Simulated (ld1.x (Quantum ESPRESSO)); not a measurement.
The numbers below are computed, except where a source is named.
# Pseudopotentials across the periodic table

Generated with ld1.x 7.5 (TM, RRKJ, ultrasoft, PAW), atompaw 4.2 or ONCVPSP 4.0.1. The cutoff is in Ry: for ld1.x and atompaw files where the sum of valence levels is converged to 10 mRy in a Bessel basis, for ONCV files where the hardest occupied wave has 1 mHa per electron of residual kinetic energy. The error is the largest all-electron minus pseudo excitation energy over each file’s own four to seven test configurations (ionisations up to +4, promotions, holes and added fractions of an electron), all of which were solved. The labels leave out finer settings (local radius, basis sizes, second energies), which also bear on the numbers. Spin-polarised tests are not counted. The rows are a selection from randomly drawn settings: files with unsolved tests, undetermined cutoffs or missed reference levels are left out.

A true bound ghost makes a file unfit for plane-wave use even where its test errors are small: the radial tests pick states by their node count and pass the ghost by.

```csv
element,potential,cutoff (Ry),largest error (meV),bound ghosts
Al,"TM, PBE, non-relativistic, rc 2.05/2.75 (sp), local smoothed, core correction no, reference 3s2 3p1",10,+30,none
Si,"RRKJ, PBE, scalar-relativistic, rc 1.65/2.40/2.10 (spd), local d, core correction yes, reference 3s1.5 3p2.5",18,+27,none
Sc,"TM, PBE, scalar-relativistic, rc 2.30/4.20/2.75/3.45 (spdf), local smoothed, core correction yes, reference 3d1 4s1 4p1",30,+394,none
Ga,"TM semilocal, PBEsol, scalar-relativistic, rc 2.00/1.70 (sp), local s, core correction no, reference 4s2 4p1",15,+58,none
Mo,"TM, PW91, scalar-relativistic, rc 2.45/3.00/2.00 (spd), local smoothed, core correction no, reference 4d5 5s0 5p1",40,-72,"s, p"
Pb,"TM, Wu–Cohen, scalar-relativistic, rc 1.45/2.45 (sp), local p, core correction yes, reference 6s2 6p2",90,-656,none
```

Question: Fill in the row for Ir: TM, PBE, scalar-relativistic, rc 1.75/3.70/1.25 (spd), local smoothed, core correction yes, reference 5d7 6s2 6p0.

Answer: cutoff 40 Ry, largest error -527 meV, bound ghosts: none.

Question: Fill in the row for Rh: TM, PBE, scalar-relativistic, rc 1.70/1.30/1.55 (spd), local s, core correction yes, reference 4p6 4d6 5s0 5p0.

Answer: cutoff 80 Ry, largest error -401 meV, bound ghosts: none.
